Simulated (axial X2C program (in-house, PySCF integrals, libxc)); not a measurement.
## Density and ELF of CoS

All values were computed with an axial X2C code built on PySCF integrals. Spin-free means the one-electron spin-free X2C Hamiltonian. Basis: Co dyall-cv3z [9s10p6d3f2g], S dyall-av3z [9s8p3d2f] (cores contracted in-house); Gaussian nuclei, density fitting, unrestricted open shells. Masses: Co 58.933 u, S 31.972 u.

PBE0, scalar-relativistic, state M_S = 3/2, Λ = 2 (beyond evenly filled blocks: π+α, π-α, δ+α, δ+β, δ-α); Co at z = 0, S at z = 1.970 Å.

The maps cover the half plane through the axis: z from -2.4 to 4.2 Å along the bond, ρ from 0.15 to 2.25 Å away from it.

log10 of the density in e/bohr³:

```
 ρ\z  -2.4  -1.8  -1.2  -0.6   0.0   0.6   1.2   1.8   2.4   3.0   3.6   4.2
0.15  -3.9  -3.0  -1.9  -0.3   1.4  -0.3  -0.8   0.8  -0.4  -1.2  -2.2  -3.2
0.45  -3.9  -3.1  -2.1  -0.8   0.2  -0.7  -0.9  -0.5  -0.7  -1.3  -2.3  -3.2
0.75  -4.0  -3.2  -2.3  -1.3  -0.7  -1.2  -1.1  -0.9  -1.0  -1.6  -2.4  -3.3
1.05  -4.1  -3.3  -2.5  -1.8  -1.4  -1.5  -1.4  -1.2  -1.4  -1.9  -2.7  -3.5
1.35  -4.2  -3.5  -2.8  -2.2  -1.9  -1.9  -1.8  -1.7  -1.8  -2.3  -2.9  -3.7
1.65  -4.4  -3.7  -3.1  -2.5  -2.3  -2.3  -2.2  -2.1  -2.2  -2.6  -3.2  -3.9
1.95  -4.5  -3.9  -3.3  -2.9  -2.7  -2.6  -2.6  -2.5  -2.7  -3.0  -3.6  -4.2
2.25  -4.8  -4.2  -3.7  -3.3  -3.1  -3.0  -3.0  -3.0  -3.1  -3.4  -3.9  -4.5
```

Electron localisation function (collinear form, no current term, damped to 0 at low density):

```
 ρ\z  -2.4  -1.8  -1.2  -0.6   0.0   0.6   1.2   1.8   2.4   3.0   3.6   4.2
0.15  0.00  0.01  0.06  0.65  0.60  0.55  0.68  0.86  0.09  0.86  0.52  0.08
0.45  0.00  0.01  0.04  0.30  0.79  0.23  0.75  0.08  0.42  0.85  0.48  0.07
0.75  0.00  0.01  0.04  0.13  0.39  0.16  0.76  0.78  0.88  0.81  0.41  0.05
1.05  0.00  0.02  0.05  0.13  0.23  0.25  0.71  0.83  0.86  0.72  0.31  0.03
1.35  0.00  0.02  0.07  0.18  0.27  0.32  0.59  0.73  0.74  0.56  0.18  0.01
1.65  0.00  0.01  0.08  0.21  0.30  0.30  0.42  0.54  0.54  0.35  0.08  0.00
1.95  0.00  0.00  0.06  0.19  0.26  0.22  0.24  0.32  0.30  0.15  0.02  0.00
2.25  0.00  0.00  0.02  0.10  0.16  0.12  0.12  0.14  0.12  0.04  0.00  0.00
```

Axial spin density in 10⁻³ e/bohr³:

```
 ρ\z  -2.4  -1.8  -1.2  -0.6    0.0   0.6   1.2   1.8   2.4   3.0   3.6   4.2
0.15   0.0   0.2   1.0  24.6  585.8  17.9  -7.3   7.5  -2.5  -3.3  -0.5  -0.1
0.45   0.0   0.2   2.0  46.0  184.5  29.2  -5.5  12.8  12.9  -0.5  -0.2   0.0
0.75   0.0   0.2   1.9  18.4   26.2   5.8  -2.7  17.7  15.1   1.3   0.0   0.0
1.05   0.0   0.2   1.2   5.5    4.5  -0.5  -0.9   8.9   8.1   1.4   0.1   0.0
1.35   0.0   0.1   0.6   1.7    0.9  -0.7  -0.2   3.4   3.4   0.9   0.1   0.0
1.65   0.0   0.1   0.2   0.5    0.2  -0.3   0.0   1.3   1.3   0.5   0.1   0.0
1.95   0.0   0.0   0.1   0.2    0.1  -0.1   0.1   0.5   0.5   0.2   0.1   0.0
2.25   0.0   0.0   0.0   0.1    0.0   0.0   0.0   0.2   0.2   0.1   0.0   0.0
```

The state is one determinant whose occupation by symmetry is held fixed; it was picked as the lowest of a PBE0 search that is not exhaustive. PBE0 can misorder states that lie within some tenths of an eV, so this need not be the ground state of the molecule. The nearest other spin-free determinant of the search, M_S = 3/2, Λ = 3, lies 0.46 eV up at the distance of the search. The functionals have no current-density term, which raises determinants with orbital currents, atoms included.
